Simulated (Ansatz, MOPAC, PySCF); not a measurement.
Torsion H4–C1–Sn2–S3 in CH4SSn (SMILES [CH3][Sn][SH]); at each angle all else is relaxed with GFN2-xTB, and the levels are single points there.
Geometry at 60° (charge 0, multiplicity 1):
```xyz
7

C     -1.1215    -0.0410    -0.1016
Sn     0.2346     1.7709     0.0519
S      0.6149     1.9556    -2.3553
H     -0.6035    -0.8838    -0.5647
H     -2.0005     0.1734    -0.7135
H     -1.4786    -0.3759     0.8729
H     -0.1182     0.9332    -2.7569
```

On the grid 0° to 120°, 120° is the highest and 60° the lowest point at MP2/CBS(def2-TZVPP, def2-QZVPP) + ΔCCSD(T)/def2-TZVPP.

Rows in 3-21G, STO-3G carry no dispersion term and start afresh at each structure; the Pople sets are all-electron and without relativity. The state reached by PM7 isn't checked; PM7 holds dispersion and hydrogen-bond terms.

Programs: Ansatz (Gaussian basis) for Hartree–Fock, density functionals and correlated methods; MOPAC for PM7 (differences of heats of formation); PySCF for 3-21G rows, STO-3G rows, the dispersion terms. Each number belongs to the level named beside it. In def2 rows elements past Kr take small-core potentials, without spin–orbit coupling.

| level | energy at 120° less that at 60° (meV) |
|---|---|
| PM7 | 0.6 |
| HF/STO-3G | 16.3 |
| BLYP/def2-TZVPP | 11.1 |
| B3LYP/3-21G | 12.6 |
| B3LYP/def2-TZVPP | 13.1 |
| B3LYP-D3(BJ)/def2-TZVPP | 16.4 |
| PBE0-D3(BJ)/def2-TZVPP | ? |
| wB97X-V/def2-TZVPP | 18.0 |
| wB97M-V/def2-TZVPP | 18.2 |

Q: Some entries are withheld; supply them.

A: 
- PBE0-D3(BJ)/def2-TZVPP, energy at 120° less that at 60° (meV): 16.8

Ansatz is a quantum-chemistry and plane-wave program.
